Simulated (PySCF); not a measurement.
C₄H₇Cl, SMILES CC1(Cl)CC1.

Geometry optimised at PBE0-D3(BJ)/def2-SVP.

Computed with PBE/def2-TZVP (PySCF).

Computed frontier levels, gap, dipole moment and polarisability:
| Quantity | Result |
|---|---|
| highest occupied level | -6.32 eV |
| lowest empty level | -0.36 eV |
| orbital gap | 5.96 eV |
| dipole moment | 1.89 D |
| quadrupole, principal values (traceless, Buckingham form, about the centre of nuclear charge) | -1.52, -0.18, 1.71 D·Å |
| mean static polarisability | 60.0 bohr³ (8.90 Å³) |
| polarisability, principal values | 53.8, 59.3, 67.0 bohr³ |
